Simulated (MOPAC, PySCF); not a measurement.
H4GaN, SMILES `[NH2][GaH2]` (H–N–Ga–H torsion 180°), neutral singlet in the gas phase. 

Cartesian coordinates (Å):
SMILES: [NH2][GaH2]
```xyz
6

N     -0.9468    -0.0352    -0.0224
Ga     0.8637     0.0319     0.0206
H     -1.4794    -0.8868    -0.0922
H     -1.5433     0.7749     0.0201
H      1.4991     1.4460     0.1288
H      1.6067    -1.3309    -0.0549
```
Charge 0, spin multiplicity 1.

All levels are single points at this geometry (r2SCAN-D4/def2-TZVP); Pople sets use spherical d functions. Orbital energies aren't observables, and empty levels follow the basis.

| level | HOMO (eV) | LUMO (eV) | gap (eV) | dipole (D) | vertical IE, Delta-SCF (eV) |
|---|---|---|---|---|---|
| r2SCAN-D4/def2-TZVP in PySCF | -6.33 | -1.18 | 5.15 | 1.07 | – |
| B3LYP/3-21G in PySCF | -6.70 | -0.60 | 6.09 | 1.63 | – |
| B3LYP/6-311+G** (LANL2DZ on Ga) in PySCF | -7.14 | -0.94 | 6.20 | 0.67 | – |
| B3LYP/LANL2DZ in PySCF | -6.94 | -0.81 | 6.12 | 1.00 | – |
| BP86/6-31G* in PySCF | -5.98 | -1.46 | 4.52 | 1.41 | – |
| PBE/6-31G* in PySCF | -5.87 | -1.37 | 4.50 | 1.40 | – |
| SVWN5/6-31G* in PySCF | -6.04 | -1.57 | 4.46 | 1.46 | – |
| HF/6-31G* in PySCF | -10.52 | 1.92 | 12.44 | 0.75 | 8.10 |
| PM6 in MOPAC | -10.09 | 0.23 | 10.31 | 1.31 | – |
